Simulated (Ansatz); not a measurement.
`C[O][Ti]([OH])([O]C)[O]C` and `C[O][Ti]([Cl])([O]C)[O]C` differ in one atom or group.

Ansatz, PBE0-D4/def2-TZVP geometries, multiplicity 1. Each molecule was computed in one conformer, which needn't be the lowest.

Scalar relativity is left out up to krypton.

```
                               property  `C[O][Ti]([OH])([O]C)[O]C`
    HOMO energy (B3LYP/def2-TZVPP) / eV                       -7.47
    LUMO energy (B3LYP/def2-TZVPP) / eV                       -1.04
      HOMO energy (PBE/def2-TZVPP) / eV                       -6.17
HOMO–LUMO gap (ωB97M-V/def2-TZVPP) / eV                       11.25
   HOMO–LUMO gap (PBE0/def2-TZVPP) / eV                        6.95
     LUMO energy (PBE0/def2-TZVPP) / eV                       -0.75
```

(1) What does the change do to each property? (Best estimate.)

## Answers

(1) Ansatz gave: 
```tsv
property	`C[O][Ti]([Cl])([O]C)[O]C`	shift
HOMO energy (B3LYP/def2-TZVPP) / eV	-7.83	-0.36
LUMO energy (B3LYP/def2-TZVPP) / eV	-1.52	-0.48
HOMO energy (PBE/def2-TZVPP) / eV	-6.64	-0.47
HOMO–LUMO gap (ωB97M-V/def2-TZVPP) / eV	11.29	0.04
HOMO–LUMO gap (PBE0/def2-TZVPP) / eV	6.83	-0.12
LUMO energy (PBE0/def2-TZVPP) / eV	-1.26	-0.51
```

With PBE0 the HOMO falls by 0.40 eV and the LUMO falls by 0.51 eV, so the gap narrows by about 0.11 eV. PBE moves the HOMO by -0.47 eV and ωB97M-V by -0.31 eV.

B3LYP here is the variant with VWN-RPA as its local correlation; programs differ in this.
